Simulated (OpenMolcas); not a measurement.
Mn, Tc, Re: d⁵ s² down the group

```
Program             : OpenMolcas 26.06
Method              : SS-RASPT2, IPEA 0.25 Eh, imaginary shift 0.1 Eh
Basis               : ANO-RCC-VTZP
Scalar Hamiltonian  : DKH2, point nucleus
Spin-orbit coupling : RASSI with atomic mean-field integrals over the reference wave functions, term energies averaged over their components
```

Active space for each ion: 7 electrons in 9 orbitals (RAS2 d s; RAS3 p, at most 2 electrons); closed shells correlated by CASPT2: Mn 3s 3p; Tc 4s 4p; Re 5s 5p.

Computed levels in cm-1 above ⁶S_5/2:

```
                               Level     Mn     Tc     Re
                             ⁴G_11/2  29280  19690  18690
                              ⁴G_9/2  29280  19700  19090
                              ⁴G_7/2  29280  19720  17710
                              ⁴G_5/2  29280  19720  17440
weight of ⁶S in the lowest level (%)    100     99     92
```

Mixed levels, with the weight of the term that names them: Re ⁴G_7/2 (55 %), Re ⁴G_5/2 (55 %).

Measured, with the error of the calculation in %. Measured levels: Mn, Tc, Re from NIST Handbook of Basic Atomic Spectroscopic Data.

```json
{"Level": "⁴G_11/2", "Re": "16307 (+14.6)"}
{"Level": "⁴G_9/2", "Re": "16619 (+14.9)"}
```

Without spin-orbit coupling ⁴G lies 29270, 19730, 18340 cm-1 above ⁶S in that order; the difference to the level ⁴G_11/2, of either sign, comes from spin-orbit coupling, which also lowers the zero.

Term energies are means over components that CASPT2 splits; among the terms shown or strongly mixed into the levels shown the widest spread is 320 cm-1 (3d⁵ 4s² ⁴G, Mn). Over all roots computed the reference weight is 0.83 to 0.92 in Mn; the roots of lowest weight are the least certain, and an intruder state may touch them. Terms from blocks run as CI alone lack orbitals of their own. Some high roots are left out of the spin-orbit mixing, which shifts the levels that they would mix with (holds for Mn). Configurations are named by rounded mean occupations; where the s occupation lies near a half they are strongly mixed, a name can repeat and a true partner stay unpaired (holds for Tc; Re). The CASPT2 spread within a term exceeds the gap to the next term for 5d⁵ 6s² ⁴G and 5d⁵ 6s² ⁴P, so the order of their levels is uncertain, and so are names and mixing where such terms share a J (holds for Re). Computed and measured levels are paired by configuration, term and J; levels that our copy of the source lacks, or whose pairing is in doubt (as where it misses far off the trend of its configuration), stay unpaired and out of the deviations. Levels of configurations outside the active space are missing.
